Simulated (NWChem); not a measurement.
System: CH5S cation; SMILES C[SH2+]

```xyz
7

C     -0.0098     1.2132     0.0000
S     -0.0719    -0.6003     0.0000
H     -0.5548     1.5351     0.8983
H     -0.5548     1.5351    -0.8983
H      1.0250     1.5761     0.0000
H      0.8078    -0.8842     0.9987
H      0.8078    -0.8842    -0.9987
```
Atoms are numbered in this order, from 1.

Geometry: optimised at PBE0/def2-SVP.

Task: Give the principal values of the shielding tensors (ppm) of C1, S2 from PBE0/pcSseg-2, GIAO (NWChem), with their diamagnetic and paramagnetic parts as GIAO splits them.

Result: 
| atom | σ11 | σ22 | σ33 | isotropic | diamagnetic | paramagnetic |
|---|---|---|---|---|---|---|
| C1 | 155.8 | 162.9 | 188.4 | 169.0 | 247.7 | -78.7 |
| S2 | 423.7 | 590.3 | 597.9 | 537.3 | 1053.6 | -516.3 |
